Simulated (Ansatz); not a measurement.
`OC(=[Se])O[SiH3]` + `[CH2]1[NH][AlH]1` → `[SiH3][CH]1[NH][AlH]1` + `OC(O)=[Se]`  (formal exchange of groups at the Si–O bond)

Computed with Ansatz on PBE0-D4/def2-TZVP structures; ΔE is electronic, products minus reactants. CCSD(T)/CBS adds triple-zeta CCSD(T) − MP2 to the extrapolated MP2 energy (def2 sets, frozen cores). Functionals use def2-TZVPP. For Se outer-core shells are correlated without core-valence functions, which leaves a few kJ/mol of doubt a bond. Scalar relativity is left out up to krypton. One conformer a species, not always the lowest.

```csv
species,PBE0-D4 energy (Eh)
`OC(=[Se])O[SiH3]`,-2881.52429
`[CH2]1[NH][AlH]1`,-337.46016
`[SiH3][CH]1[NH][AlH]1`,-628.04399
`OC(O)=[Se]`,-2590.91470
```

Problem. Work out ΔE.

Solution. ΔE = (-628.04399) + (-2590.91470) − (-2881.52429) − (-337.46016) = 0.02576 Eh = +67.6 kJ/mol. CCSD(T)/CBS gives +78.2 kJ/mol.

Largest T1 diagnostic among the species: 0.016.

In def2-TZVPP, CCSD(T) changes the Hartree–Fock value by −8.1 kJ/mol (the triples alone add −1.3 kJ/mol) and MP2 by −6.5 kJ/mol.
